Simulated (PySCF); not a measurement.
# Working out the ionisation energy of V⁺

V⁺ [Ar] 3d4 (5D) → V²⁺ [Ar] 3d3 (4F). Calculation: PySCF 2.14, in x2c-SVPall (5s3p3d1f, 36 functions); scalar relativity by spin-free X2C-1e. Frozen: [Ar]. Energies in hartree (1 hartree = 27.21139 eV):

```tsv
part	V⁺ (lower)	V²⁺ (upper)
UHF	-947.759755	-947.277106
MP2 opposite-spin	0.000000	0.000000
MP2 same-spin	-0.032682	-0.010239
```

Task: What does Hartree-Fock give?

Result: (-947.277106) − (-947.759755) = 0.482649 hartree = 13.134 eV.

Task: What do MP2 and SCS-MP2 (6/5 opposite-spin, 1/3 same-spin) give?

Result: The opposite-spin parts differ by 0.000 eV and the same-spin parts by 0.611 eV. MP2: 13.134 + (0.000) + (0.611) = 13.745 eV. SCS-MP2: 13.134 + 1.2 × (0.000) + (0.611)/3 = 13.338 eV.

Reference: 14.634 ± 0.007 eV (measured; NIST Atomic Spectra Database, ionization energies), between the lowest levels; spin-orbit coupling is absent from the calculation.

A double-zeta basis recovers only part of the correlation energy.

What remains against the reference includes basis incompleteness, the frozen core and correlation beyond second order.
